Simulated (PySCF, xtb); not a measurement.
B(H)(Me)(PH2) (CH6BP), SMILES CBP. Other conformers were not sampled.

Harmonic wavenumbers (cm⁻¹) from GFN2-xTB (xtb) at its own minimum, in rising order: 67, 219, 256, 500, 627, 653, 728, 821, 877, 1019, 1099, 1139, 1382, 1478, 1487, 2320, 2412, 2618, 2992, 3010, 3024.

Problem. What does PBE0-D3(BJ)/def2-TZVP in PySCF give at its own minimum? (An estimate is asked for; the answer gives what the named calculation found.)

Solution. 100, 234, 288, 458, 625, 663, 717, 858, 891, 1040, 1099, 1160, 1315, 1442, 1456, 2444, 2465, 2599, 3024, 3083, 3130. Paired by order, the mean absolute difference is 37 cm⁻¹ and the zero-point energies are 41.1 and 41.6 kcal/mol.
